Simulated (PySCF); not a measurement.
**Magnetic susceptibility: SMILES N1=C[C@H]1C(CC)CC, C7H13N**

Molfile (atoms numbered from 1):
```
C7H13N
     RDKit          3D

 21 21  0  0  0  0  0  0  0  0999 V2000
    2.2341   -1.1622    0.2690 C   0  0  0  0  0  0  0  0  0  0  0  0
    1.5043    0.1548    0.5061 C   0  0  0  0  0  0  0  0  0  0  0  0
    0.0744    0.1671   -0.0525 C   0  0  0  0  0  0  0  0  0  0  0  0
   -0.5487    1.5592    0.1229 C   0  0  0  0  0  0  0  0  0  0  0  0
   -1.8712    1.7074   -0.6186 C   0  0  0  0  0  0  0  0  0  0  0  0
   -0.7655   -0.8832    0.6439 C   0  0  2  0  0  0  0  0  0  0  0  0
   -0.9731   -2.2059    0.0837 C   0  0  0  0  0  0  0  0  0  0  0  0
   -1.9708   -1.4607   -0.0441 N   0  0  0  0  0  0  0  0  0  0  0  0
    1.7556   -1.9748    0.8098 H   0  0  0  0  0  0  0  0  0  0  0  0
    2.2452   -1.4082   -0.7910 H   0  0  0  0  0  0  0  0  0  0  0  0
    3.2635   -1.0876    0.6124 H   0  0  0  0  0  0  0  0  0  0  0  0
    2.0677    0.9631    0.0349 H   0  0  0  0  0  0  0  0  0  0  0  0
    1.4663    0.3606    1.5785 H   0  0  0  0  0  0  0  0  0  0  0  0
    0.1083   -0.0695   -1.1227 H   0  0  0  0  0  0  0  0  0  0  0  0
    0.1563    2.3095   -0.2430 H   0  0  0  0  0  0  0  0  0  0  0  0
   -0.7042    1.7440    1.1884 H   0  0  0  0  0  0  0  0  0  0  0  0
   -2.5795    0.9517   -0.2930 H   0  0  0  0  0  0  0  0  0  0  0  0
   -1.7204    1.5929   -1.6899 H   0  0  0  0  0  0  0  0  0  0  0  0
   -2.2993    2.6902   -0.4350 H   0  0  0  0  0  0  0  0  0  0  0  0
   -0.8566   -0.7537    1.7193 H   0  0  0  0  0  0  0  0  0  0  0  0
   -0.5955   -3.1778   -0.1247 H   0  0  0  0  0  0  0  0  0  0  0  0
  1  2  1  0
  2  3  1  0
  3  4  1  0
  4  5  1  0
  3  6  1  0
  6  7  1  0
  7  8  2  0
  8  6  1  0
  1  9  1  0
  1 10  1  0
  1 11  1  0
  2 12  1  0
  2 13  1  0
  3 14  1  0
  4 15  1  0
  4 16  1  0
  5 17  1  0
  5 18  1  0
  5 19  1  0
  6 20  1  1
  7 21  1  0
M  END
```

Computed with GIAO HF/pcSseg-1 magnetisability, rotational g tensor and spin-rotation constants, non-relativistic, gas phase (PySCF). Geometry: GFN2-xTB.

**Question.** How diamagnetic is it, and how anisotropic?

**Answer.** Isotropic -1379 × 10⁻³⁰ J/T², or -83.0 × 10⁻⁶ cm³/mol; principal values -1577, -1346, -1213 × 10⁻³⁰ J/T², anisotropy 319 × 10⁻³⁰ J/T² (root of half the summed squared differences of the principal values). The susceptibility is in cgs units.

**Question.** Split it along the inertial axes a, b, c into diamagnetic and paramagnetic parts about the centre of mass, with the quadrupole moment.

**Answer.** 
```
axis  χ (10⁻⁶ cm³/mol)  diamagnetic (10⁻⁶ cm³/mol)  paramagnetic (10⁻⁶ cm³/mol)  summed x² of all electrons (Å²)  quadrupole Θ (D Å)
   a             -78.0                      -625.1                        547.0                            171.4               -3.21
   b             -81.1                      -836.7                        755.7                            121.5               +0.74
   c             -90.0                     -1242.6                       1152.6                             25.8               +2.47
```
Anisotropies 2χaa − χbb − χcc = +15.0 and 2χbb − χaa − χcc = +5.9 × 10⁻⁶ cm³/mol. Θ is traceless in Buckingham's convention.

**Question.** And the rotational g tensor?

**Answer.** 
```tsv
axis	rotational constant (GHz)	g	nuclear part	electronic part
a	2.3705	-0.0149	0.5943	-0.6092
b	1.7950	-0.0107	0.6266	-0.6372
c	1.1054	-0.0025	0.5961	-0.5986
```
Asymmetric top; isotopes 12C, 1H, 14N; no vibrational averaging.
